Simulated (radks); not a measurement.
The numbers below are computed, except where a source is named.
Effect of the nuclear size on neutral selenium, [Ar] 3d10 4s2 4p4. Code: a radial shooting solver on a logarithmic mesh with Libxc functionals. Model: Dirac Kohn-Sham, PBE, spin-unpolarised, spherical densities, finite nucleus; open shells are shared between the two j in proportion to 2j + 1; Fermi nuclear charge, rms radius 4.14 fm. The rms radius is varied about that value; shifts are against it.

| rms radius (fm) | total energy shift (eV) | density at nucleus (e/bohr^3) | 1s1/2 shift (meV) | 2s1/2 shift (meV) | 3s1/2 shift (meV) | 3p1/2 shift (meV) | 4s1/2 shift (meV) |
|---|---|---|---|---|---|---|---|
| 3.6763 | -0.0986 | 4.01e+04 | -41.9 | -4.17 | -0.642 | 0.061 | -0.059 |
| 3.7384 | -0.0861 | 4.005e+04 | -36.5 | -3.64 | -0.560 | 0.053 | -0.052 |
| 4.14 | 0 | 3.976e+04 | 0.000 | 0.000 | 0.000 | 0.000 | 0.000 |
| 4.3925 | 0.0583 | 3.959e+04 | 24.7 | 2.46 | 0.379 | -0.036 | 0.035 |
| 4.8107 | 0.162 | 3.934e+04 | 68.7 | 6.84 | 1.05 | -0.100 | 0.098 |

Slopes of the eigenvalues against <r^2> in GHz/fm^2, as finite differences over the two radii next to the reference (eigenvalue slopes, not the field-shift constants of lines): 1s1/2 2790, 2s1/2 277, 3s1/2 42.7, 3p1/2 -4.07, 4s1/2 3.96.
